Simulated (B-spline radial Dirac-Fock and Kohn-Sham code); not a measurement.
Compton profile of Sr²⁷⁺

System: the Sr²⁷⁺ ion, [Ne] 3s1.

Level of theory: the impulse approximation on configuration-average Dirac-Fock orbitals; an atomic code on a B-spline grid. pz is in atomic units of momentum; subshell profiles are per electron, for a selection of subshells; open shells are spread over both j values by their weights.

```
 pz    J total   J 2s1/2   J 2p3/2   J 3s1/2
  0     0.5993    0.0784    0.0405     0.157
0.3     0.5972    0.0783    0.0405     0.155
0.4     0.5956    0.0781    0.0405     0.154
0.5     0.5936    0.0779    0.0405     0.152
0.6     0.5911    0.0777    0.0405     0.150
0.8     0.5850    0.0772    0.0405     0.145
  1     0.5773    0.0765    0.0405     0.139
1.2     0.5683    0.0757    0.0405     0.132
1.4     0.5582    0.0747    0.0405     0.124
1.6     0.5473    0.0736    0.0405     0.115
1.8     0.5356    0.0724    0.0404     0.106
  2     0.5235    0.0711    0.0404    0.0969
2.5     0.4924    0.0673    0.0403    0.0744
  3     0.4625    0.0629    0.0401    0.0545
  4     0.4111    0.0531    0.0394    0.0275
  5     0.3713    0.0429    0.0381    0.0166
  7     0.3048    0.0248    0.0336    0.0143
 10     0.2071   0.00864    0.0242   0.00840
 15    0.09880   0.00214    0.0107   0.00103
 20    0.05076   0.00192   0.00411  0.000461
 30    0.01711   0.00118  0.000623  0.000317
 40   0.006875  0.000506  0.000119  0.000135
 60   0.001467  9.77e-05  8.46e-06  2.50e-05
100  0.0001461  8.39e-06    < 1e-6  2.07e-06
```

J(0) = 0.5993. The 2p3/2 subshell gives the largest part, 27 %.

Mean momentum ⟨p⟩ by subshell (a.u.): 1s1/2 33.4, 2s1/2 11.8, 2p1/2 15.8, 2p3/2 15.4, 3s1/2 6.69.

Values without a named source are computed, but for edge energies of neutral atoms, which are taken from tables.
